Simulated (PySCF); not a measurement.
## C₆ coefficients of unlike pairs at PBE

Calculated with PySCF 2.14 from the dipole response of each species, C₆(A,B) = (3/π) ∫ α_A(iu) α_B(iu) du, in atomic units, from isotropic polarisabilities. For ions this is the dispersion term alone; charge-induced terms of lower order in 1/R come first.

```tsv
species	configuration	basis	relativity	α (bohr³)	C₆ (like pair)
C⁺	[He] 2s2 2p1 (2P)	aug-cc-pVQZ-DK (6s5p4d3f2g)	spin-free X2C	6.090	14.64
Pd²⁺	[Kr] 4d8 (3F)	aug-cc-pVDZ-PP with ECP28MDF (5s5p4d2f)	core potential	6.534	34.02
Ru⁺	[Kr] 4d7 (4F)	aug-cc-pVTZ-PP with one added diffuse shell each of s, p, d, f, g type with ECP28MDF (7s7p6d4f3g)	core potential	16.85	108.0
C²⁺	[He] 2s2 (1S)	dyall-av3z (15s9p3d2f)	spin-free X2C	4.210	6.477
```

Q: Estimate C₆ for Pd²⁺ with C⁺.

A: The integral gives 20.97. The combination rule 2 C_A C_B / (C_A α_B/α_A + C_B α_A/α_B) gives 21.01 and the geometric mean 22.32.

No spin-orbit coupling is included.

The other pairs:

| pair | C₆ |
| --- | --- |
| C²⁺, C⁺ | 9.726 |
| Ru⁺, C⁺ | 39.58 |
| C²⁺, Pd²⁺ | 13.71 |
| Ru⁺, Pd²⁺ | 58.36 |
| C²⁺, Ru⁺ | 26.22 |
